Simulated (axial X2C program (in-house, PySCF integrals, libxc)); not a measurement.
**CoN⁺: properties at the nuclei**

Calculated with an axial X2C code built on PySCF integrals: two-component X2C with atomic mean-field Coulomb and Gaunt terms, Gaussian nuclei, basis Co dyall-cv3z, N dyall-av3z with contracted cores.

R = 1.760 Å (near the PBE0 minimum at charge 1 of the determinant lowest at the starting distance; the state shown can have its own minimum elsewhere).

Determinant lowest in the PBE0 search, Ω = 7/2 (⟨Sz⟩ = 0.50, ⟨Lz⟩ = 3.00 at PBE0), spin on the atoms Co 1.41, N -0.91:

| level | Eeff magnitude (GV/cm) | Ws magnitude Co (kHz) | A∥/gI Co (MHz) | qzz Co (a.u.) | A∥/gI N (MHz) | qzz N (a.u.) |
| --- | --- | --- | --- | --- | --- | --- |
| PBE0 | 0.657 | 0.0653 | 799 | 0.09 | 52.1 | -0.87 |
| HF | 0.36 | 0.045 | 971 | 0.48 | 11.9 | -0.20 |
| LDA | 0.643 | 0.0675 | 799 | -0.07 | 74 | -0.87 |
| PBE | 0.646 | 0.0678 | 773 | -0.07 | 68.2 | -0.91 |
| BHandHLYP | 0.505 | 0.0483 | 825 | 0.30 | 35.4 | -0.81 |

Eeff is the effective electric field on the electron electric dipole moment in this Ω state and Ws the scalar–pseudoscalar constant of the nucleus named (defined with the proton number Z and per Ω); A∥ (defined per Ω) follows by multiplying with gI = μI/(I μN); qzz is the electric field gradient, eQq0 = 234.96 MHz × Q/barn × qzz. The operators were transformed with the bare-nucleus X2C matrices; with these basis sets, hyperfine constants and field gradients can be off by tens of per cent, and where levels differ in sign neither size nor sign is settled.

**Question.** With gI(59Co) = 1.3220 (g factors from the IAEA table of nuclear moments by Stone), turn the PBE0 values of the first state into constants in MHz.

**Answer.** A∥(59Co) = 799 × 1.3220 = 1060 MHz.

Each state is one determinant with collinear spin, which with several unpaired electrons need not be a pure state. Unrestricted Hartree–Fock can overshoot spin polarisation at the nuclei. In the state Ω = 7/2 the sign of Eeff differs between levels (HF against PBE0). With several open shells hyperfine constants can be off by a factor of several. In the state Ω = 7/2 the atomic spins oppose each other (1.41, -0.91): a broken-symmetry determinant whose values are not spin-projected. At LDA, PBE a later determinant lies lower. States lie within half an eV, so the first need not be the ground state. The sign of Ws at Co differs between levels in the first state. Further determinants of the search, some of them spin-mixed, are not shown. Where a field gradient or hyperfine factor spreads by more than a factor of two over the levels, a constant derived from it is not to be relied on.
